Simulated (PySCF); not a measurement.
ZnH2, SMILES [ZnH2]. Atoms are numbered in the order given.

```xyz
3

Zn     0.0000     0.0000     0.0000
H      0.0000     0.0000    -1.5458
H      0.0000     0.0000     1.5458
```

Coordinates come from a PBE-D3(BJ)/def2-TZVPD optimisation. The isomer is the one that the SMILES or the coordinates give; other isomers of the formula were not compared.

The numbers are results of PBE0/pcSseg-2 in PySCF, not measurements.

GIAO shieldings, no solvent; atoms alike by connectivity are averaged. δ = σ(ref) − σ: ¹H against TMS (σ = 31.54 ppm), references at their B3LYP-D3(BJ)/def2-TZVP geometries, non-relativistic.

### Question
Estimate the chemical shifts. (An estimate is asked for; the answer gives what the named calculation found.)

### Answer

| nucleus | atoms | count | δ (ppm) |
|---|---|---|---|
| ¹H | H2, H3 | 2 | 4.50 |
